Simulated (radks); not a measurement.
Removal energies from the holmium ion Ho5+, [Xe] 4f8, by Delta-SCF beside the eigenvalue of the level emptied. Calculated with a radial shooting solver on a logarithmic mesh with Libxc functionals: non-relativistic Kohn-Sham, PBE, spin-polarised, spherical densities, point nucleus. Open shells are filled with parallel spins first.

| removed from | final configuration | Delta-SCF (eV) | -eigenvalue (eV) |
|---|---|---|---|
| 5p | [Kr] 4d10 4f8 5s2 5p5 | 92.288 | 84.824 |
| 4f | [Xe] 4f7 | 93.467 | 81.300 |
| 5s | [Kr] 4d10 4f8 5s1 5p6 | 113.33 | 105.35 |
| 4d | [Kr] 4d9 4f8 5s2 5p6 | 251.07 | 237.84 |
